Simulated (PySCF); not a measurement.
CF$_{2}$GaNO (SMILES O=C=[N][Ga]([F])[F]), singlet, at a GFN2-xTB geometry (such geometries of metal compounds can be far from the true shape); DF-PBE/6-31G (PySCF).

The PySCF input:
```python
from pyscf import gto, scf, dft

mol = gto.M(
    atom='''
Ga    0.388627   -0.276188    0.466062
F     2.047251   -0.736174    0.498397
F    -0.611864   -0.517530    1.858984
N    -0.248328    0.456887   -1.061199
C    -1.189787    0.925247   -1.643819
O    -2.011112    1.386932   -2.296631
''',
    basis='6-31g',
    charge=0,
    spin=0,
    verbose=4,
    max_memory=1800,
)

mf = dft.RKS(mol)
mf.xc = 'pbe'
mf = mf.density_fit(auxbasis='def2-universal-jkfit')
mf.kernel()
```

Task: Write the output that PySCF gives for this input, abridged.

Result: 
```
PySCF version 2.14.0

[INPUT] verbose = 4
[INPUT] num. atoms = 6
[INPUT] num. electrons = 70
[INPUT] charge = 0
[INPUT] spin (= nelec alpha-beta = 2S) = 0
[INPUT] symmetry False subgroup None
[INPUT] Mole.unit = angstrom
[INPUT] Symbol           X                Y                Z      unit          X                Y                Z       unit  Magmom
[INPUT]  1 Ga     0.388627000000  -0.276188000000   0.466062000000 AA    0.734398594611  -0.521919678891   0.880729537067 Bohr   0.0
[INPUT]  2 F      2.047251000000  -0.736174000000   0.498397000000 AA    3.868743698242  -1.391167240026   0.941833831305 Bohr   0.0
[INPUT]  3 F     -0.611864000000  -0.517530000000   1.858984000000 AA   -1.156255385481  -0.977989961246   3.512970629948 Bohr   0.0
[INPUT]  4 N     -0.248328000000   0.456887000000  -1.061199000000 AA   -0.469271909061   0.863391299874  -2.005375473662 Bohr   0.0
[INPUT]  5 C     -1.189787000000   0.925247000000  -1.643819000000 AA   -2.248371576568   1.748463427575  -3.106367708356 Bohr   0.0
[INPUT]  6 O     -2.011112000000   1.386932000000  -2.296631000000 AA   -3.800450885826   2.620921633395  -4.340003599186 Bohr   0.0

nuclear repulsion = 419.77656653627
number of shells = 36
number of NR pGTOs = 200
number of NR cGTOs = 72
basis = 6-31g
ecp = {}

******** <class 'pyscf.df.df_jk.DFRKS'> ********
method = DFRKS
initial guess = minao
damping factor = 0
level_shift factor = 0
DIIS = <class 'pyscf.scf.diis.CDIIS'>
diis_start_cycle = 1
diis_space = 8
diis_damp = 0
SCF conv_tol = 1e-09
SCF conv_tol_grad = None
SCF max_cycles = 50
direct_scf = False
XC library pyscf.dft.libxc version 7.1.2
    S. Lehtola, C. Steigemann, M. J. T. Oliveira, and M. A. L. Marques,  SoftwareX 7, 1–5 (2018)
XC functionals = pbe
    J. P. Perdew, K. Burke, and M. Ernzerhof,  Phys. Rev. Lett. 77, 3865 (1996)
    J. P. Perdew, K. Burke, and M. Ernzerhof,  Phys. Rev. Lett. 78, 1396 (1997)
    J. P. Perdew, K. Burke, and M. Ernzerhof,  Phys. Rev. Lett. 77, 3865 (1996)
    J. P. Perdew, K. Burke, and M. Ernzerhof,  Phys. Rev. Lett. 78, 1396 (1997)
radial grids:
    Treutler-Ahlrichs [JCP 102, 346 (1995); DOI:10.1063/1.469408] (M4) radial grids

becke partition: Becke, JCP 88, 2547 (1988); DOI:10.1063/1.454033
pruning grids: <function nwchem_prune>
grids dens level: 3
symmetrized grids: False
atomic radii adjust function: <function treutler_atomic_radii_adjust>
small_rho_cutoff = 0
Set gradient conv threshold to 3.16228e-05
Initial guess from minao.
tot grids = 91536
init E= -2291.94917102871
  HOMO = -0.34278779697047  LUMO = -0.115350637637982  gap/eV = 6.18888
cycle= 1 E= -2291.33820443517  delta_E= 0.611  |g|= 1.24  |ddm|= 3.19
  HOMO = -0.166857591903353  LUMO = -0.0754339532090369  gap/eV = 2.48776
cycle= 2 E= -2289.26532984203  delta_E= 2.07  |g|= 3.52  |ddm|= 4.09
  HOMO = -0.234101178985024  LUMO = -0.0950628375384235  gap/eV = 3.78343
cycle= 3 E= -2291.47165292072  delta_E= -2.21  |g|= 0.852  |ddm|= 3.31
  HOMO = -0.281062452531889  LUMO = -0.116311297795451  gap/eV = 4.48311
cycle= 4 E= -2291.62543356955  delta_E= -0.154  |g|= 0.251  |ddm|= 0.804
  HOMO = -0.298113886656684  LUMO = -0.112202141110866  gap/eV = 5.05892
cycle= 5 E= -2291.63649775379  delta_E= -0.0111  |g|= 0.117  |ddm|= 0.274
  HOMO = -0.288926398279226  LUMO = -0.114458768314324  gap/eV = 4.74751
cycle= 6 E= -2291.63909641272  delta_E= -0.0026  |g|= 0.0333  |ddm|= 0.106
  HOMO = -0.286870652988242  LUMO = -0.114090037820045  gap/eV = 4.70160
cycle= 7 E= -2291.63931610387  delta_E= -0.00022  |g|= 0.0117  |ddm|= 0.0304
  HOMO = -0.286779631359433  LUMO = -0.113490798983721  gap/eV = 4.71543
cycle= 8 E= -2291.63934887895  delta_E= -3.28e-05  |g|= 0.00237  |ddm|= 0.0156
  HOMO = -0.286873803071846  LUMO = -0.113599080626998  gap/eV = 4.71505
cycle= 9 E= -2291.63934948593  delta_E= -6.07e-07  |g|= 0.00106  |ddm|= 0.00197
  HOMO = -0.286884672384382  LUMO = -0.113646799592769  gap/eV = 4.71404
cycle= 10 E= -2291.63934964087  delta_E= -1.55e-07  |g|= 0.000736  |ddm|= 0.00142
  HOMO = -0.286878793307786  LUMO = -0.113652609498466  gap/eV = 4.71372
cycle= 11 E= -2291.6393497298  delta_E= -8.89e-08  |g|= 9.47e-05  |ddm|= 0.0006
  HOMO = -0.286883905519189  LUMO = -0.113642234006088  gap/eV = 4.71415
cycle= 12 E= -2291.63934973277  delta_E= -2.97e-09  |g|= 7.24e-06  |ddm|= 0.000149
  HOMO = -0.286882773533167  LUMO = -0.113642853384007  gap/eV = 4.71410
cycle= 13 E= -2291.63934973279  delta_E= -2.09e-11  |g|= 7.46e-07  |ddm|= 1.13e-05
  HOMO = -0.286882810714832  LUMO = -0.113642712725666  gap/eV = 4.71410
Extra cycle  E= -2291.63934973279  delta_E= 1.82e-12  |g|= 1.57e-06  |ddm|= 2.72e-06
converged SCF energy = -2291.63934973279
```
